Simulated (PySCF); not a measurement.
C2H7FOSi, singlet, geometry from GFN2-xTB, atoms displaced at random by about 0.03 Å a coordinate; DF-B3LYP/STO-3G, gradient run with PySCF.

Input for PySCF:
```python
from pyscf import gto, scf, dft

mol = gto.Mole()
mol.atom = '''
    Si   -0.484782    0.395302    0.216141
    O    -1.316401   -0.999739    0.484609
    F    -1.444955    1.198753   -0.748594
    C     1.215726    0.043305   -0.549933
    C     2.158249   -0.853990    0.166378
    H    -0.414582    1.140914    1.384964
    H    -0.966105   -1.789311    0.904659
    H     1.088030   -0.409115   -1.584988
    H     1.742365    1.005888   -0.786035
    H     2.366914   -0.421527    1.158439
    H     3.139859   -1.040828   -0.324300
    H     1.747859   -1.810441    0.381023
'''
mol.basis = 'sto-3g'
mol.charge = 0
mol.spin = 0
mol.verbose = 4
mol.build()

mf = dft.RKS(mol)
mf.xc = 'b3lyp'
mf = mf.density_fit(auxbasis='def2-universal-jkfit')
mf.kernel()
g = mf.nuc_grad_method()
g.auxbasis_response = False
grad = g.kernel()
```

Problem. Write the output that PySCF gives for this input, abridged.

Solution. 
```
PySCF version 2.14.0

[INPUT] verbose = 4
[INPUT] num. atoms = 12
[INPUT] num. electrons = 50
[INPUT] charge = 0
[INPUT] spin (= nelec alpha-beta = 2S) = 0
[INPUT] symmetry False subgroup None
[INPUT] Mole.unit = angstrom
[INPUT] Symbol           X                Y                Z      unit          X                Y                Z       unit  Magmom
[INPUT]  1 Si    -0.484782000000   0.395302000000   0.216141000000 AA   -0.916105210119   0.747012516493   0.408447294290 Bohr   0.0
[INPUT]  2 O     -1.316401000000  -0.999739000000   0.484609000000 AA   -2.487637360104  -1.889232906047   0.915778287499 Bohr   0.0
[INPUT]  3 F     -1.444955000000   1.198753000000  -0.748594000000 AA   -2.730569212321   2.265314861001  -1.414637638493 Bohr   0.0
[INPUT]  4 C      1.215726000000   0.043305000000  -0.549933000000 AA    2.297389182513   0.081834589824  -1.039222756860 Bohr   0.0
[INPUT]  5 C      2.158249000000  -0.853990000000   0.166378000000 AA    4.078499518616  -1.613807213117   0.314408853153 Bohr   0.0
[INPUT]  6 H     -0.414582000000   1.140914000000   1.384964000000 AA   -0.783446436174   2.156014991682   2.617202652382 Bohr   0.0
[INPUT]  7 H     -0.966105000000  -1.789311000000   0.904659000000 AA   -1.825673857573  -3.381307741672   1.709557746123 Bohr   0.0
[INPUT]  8 H      1.088030000000  -0.409115000000  -1.584988000000 AA    2.056078715311  -0.773115303451  -2.995193230722 Bohr   0.0
[INPUT]  9 H      1.742365000000   1.005888000000  -0.786035000000 AA    3.292592659028   1.900852831987  -1.485390874322 Bohr   0.0
[INPUT] 10 H      2.366914000000  -0.421527000000   1.158439000000 AA    4.472819220399  -0.796570584110   2.189132442015 Bohr   0.0
[INPUT] 11 H      3.139859000000  -1.040828000000  -0.324300000000 AA    5.933473579751  -1.966879862779  -0.612838182196 Bohr   0.0
[INPUT] 12 H      1.747859000000  -1.810441000000   0.381023000000 AA    3.302974814356  -3.421237654684   0.720029117160 Bohr   0.0

nuclear repulsion = 249.400436984212
number of shells = 24
number of NR pGTOs = 108
number of NR cGTOs = 36
basis = sto-3g
ecp = {}

******** <class 'pyscf.df.df_jk.DFRKS'> ********
method = DFRKS
initial guess = minao
damping factor = 0
level_shift factor = 0
DIIS = <class 'pyscf.scf.diis.CDIIS'>
diis_start_cycle = 1
diis_space = 8
diis_damp = 0
SCF conv_tol = 1e-09
SCF conv_tol_grad = None
SCF max_cycles = 50
direct_scf = False
XC library pyscf.dft.libxc version 7.1.2
    S. Lehtola, C. Steigemann, M. J. T. Oliveira, and M. A. L. Marques,  SoftwareX 7, 1–5 (2018)
XC functionals = b3lyp
    P. J. Stephens, F. J. Devlin, C. F. Chabalowski, and M. J. Frisch,  J. Phys. Chem. 98, 11623 (1994)
radial grids:
    Treutler-Ahlrichs [JCP 102, 346 (1995); DOI:10.1063/1.469408] (M4) radial grids

becke partition: Becke, JCP 88, 2547 (1988); DOI:10.1063/1.454033
pruning grids: <function nwchem_prune>
grids dens level: 3
symmetrized grids: False
atomic radii adjust function: <function treutler_atomic_radii_adjust>
small_rho_cutoff = 0
Set gradient conv threshold to 3.16228e-05
Initial guess from minao.
tot grids = 144416
******** <class 'pyscf.df.df.DF'> ********
auxbasis = def2-universal-jkfit
init E= -538.458354581202
  HOMO = -0.337126219130963  LUMO = 0.0909109610008275  gap/eV = 11.64748
cycle= 1 E= -538.02335489229  delta_E= 0.435  |g|= 0.664  |ddm|= 4.01
  HOMO = 0.0267808354218335  LUMO = 0.276541392244045  gap/eV = 6.79633
cycle= 2 E= -538.009277645195  delta_E= 0.0141  |g|= 0.756  |ddm|= 2.23
  HOMO = -0.141606764045166  LUMO = 0.269911531657913  gap/eV = 11.19798
cycle= 3 E= -538.19226796818  delta_E= -0.183  |g|= 0.0714  |ddm|= 1.23
  HOMO = -0.136405134467051  LUMO = 0.263696246035435  gap/eV = 10.88731
cycle= 4 E= -538.193695346781  delta_E= -0.00143  |g|= 0.0281  |ddm|= 0.142
  HOMO = -0.138409927578117  LUMO = 0.265023531910055  gap/eV = 10.97798
cycle= 5 E= -538.193944223104  delta_E= -0.000249  |g|= 0.0022  |ddm|= 0.043
  HOMO = -0.13878428316154  LUMO = 0.265142835870268  gap/eV = 10.99142
cycle= 6 E= -538.193946201229  delta_E= -1.98e-06  |g|= 0.000676  |ddm|= 0.00517
  HOMO = -0.138672297441334  LUMO = 0.265177217292474  gap/eV = 10.98931
cycle= 7 E= -538.193946341016  delta_E= -1.4e-07  |g|= 0.0001  |ddm|= 0.00103
  HOMO = -0.138691956960606  LUMO = 0.265179191862893  gap/eV = 10.98989
cycle= 8 E= -538.193946344654  delta_E= -3.64e-09  |g|= 3.01e-05  |ddm|= 0.000211
  HOMO = -0.138684254274807  LUMO = 0.265177431778576  gap/eV = 10.98964
cycle= 9 E= -538.193946344969  delta_E= -3.15e-10  |g|= 6.28e-06  |ddm|= 5.73e-05
  HOMO = -0.138684544318417  LUMO = 0.265176955837591  gap/eV = 10.98963
Extra cycle  E= -538.193946344972  delta_E= -3.41e-12  |g|= 5.89e-06  |ddm|= 1.96e-05
converged SCF energy = -538.193946344972

******** <class 'pyscf.df.grad.rks.Gradients'> for <class 'pyscf.df.df_jk.DFRKS'> ********
unit = Eh/Bohr
grid_response = False
--------------- DFRKS gradients ---------------
         x                y                z
0 Si    -0.0319741788     0.0422513775    -0.0045894731
1 O     0.0559837144    -0.0292646132     0.0293814293
2 F     0.0244815019    -0.0207169833     0.0321916437
3 C     0.0094961223    -0.0292461141     0.0711792392
4 C    -0.0416902915    -0.0017775429    -0.0399923054
5 H    -0.0097521379    -0.0204583231    -0.0319274594
6 H    -0.0355788204     0.0322888912    -0.0232407263
7 H     0.0072183116    -0.0100684615    -0.0201148556
8 H     0.0080008763     0.0089779118    -0.0085173325
9 H    -0.0074949135     0.0004907645    -0.0012933922
10 H     0.0101130485    -0.0074905870     0.0016339516
11 H     0.0162776879     0.0317361178    -0.0014929091
----------------------------------------------
```
